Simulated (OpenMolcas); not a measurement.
# Nb4+: effect of the metal basis and ligand basis

Nb4+ with 4 ligands (chloride) in tetrahedral coordination (Td) at 2.31 Å.

| Item | Value |
| --- | --- |
| Program | OpenMolcas 26.06 |
| Method | SS-CASPT2, IPEA 0.25 Eh, imaginary shift 0.1 Eh (closed shells correlated: 4s 4p and the ligand valence shells) |
| Spin-orbit coupling | RASSI with atomic mean-field integrals over the reference wave functions |

Fixed: active space 1 electron in 5 orbitals (4d), DKH2 Hamiltonian.

States (labels of Td). Energies in cm-1 above the lowest state or level, χT in cm3 K/mol; 10Dq is the gap between the two states; 10Dq is negative for this site.

```json
{"Run": "A", "Metal basis": "ANO-RCC-VDZP", "Ligand basis": "ANO-RCC-VDZP", "Ground state": "2E", "First state of that spin": "2T2 9470", "10Dq": "-9469", "First gap with spin-orbit (degeneracies)": "9440 (4, 4)", "χT at 300 K": "0.336", "Cost": "roughly 18 core-seconds"}
{"Run": "B", "Metal basis": "ANO-RCC-VTZP", "Ligand basis": "ANO-RCC-VDZP", "Ground state": "2E", "First state of that spin": "2T2 9400", "10Dq": "-9401", "First gap with spin-orbit (degeneracies)": "9370 (4, 4)", "χT at 300 K": "0.336", "Cost": "roughly 40 core-seconds"}
{"Run": "C", "Metal basis": "ANO-RCC-VTZP", "Ligand basis": "ANO-RCC-VTZP", "Ground state": "2E", "First state of that spin": "2T2 9150", "10Dq": "-9153", "First gap with spin-orbit (degeneracies)": "9120 (4, 4)", "χT at 300 K": "0.335", "Cost": "roughly 2.2 core-minutes"}
```

Against A, |10Dq| changes by -0.7 % in B, -3.3 % in C.

Costs are those of the CASPT2 steps.

Roots that are degenerate in the reference are averaged as groups; the widest CASPT2 spread within a group is 12 cm-1 (the 3-fold group of multiplicity 2 near 9470 cm-1 above the lowest state of its run, A). Shifts and gaps below about the spread of the groups concerned are not significant. Over all roots computed the reference weight is 0.72 in A, 0.71 to 0.72 in B, 0.70 in C; a low but even weight reflects the number of correlated electrons. An orbital doublet at a regular site is open to a Jahn-Teller distortion, which this geometry leaves out. Ligand-to-metal charge-transfer states are missing. With one d shell and no ligand orbital active, 10Dq can be off by a tenth or more. The least metal-like active orbital is 71 % on the metal (Löwdin) and no ligand orbital is active, so the numbers are rough (holds for A; B). The least metal-like active orbital is 66 % on the metal (Löwdin) and no ligand orbital is active, so the numbers are rough (holds for C). No measured value stands beside these numbers; the geometry is a model, was not optimised and need not be the one that this ion takes.
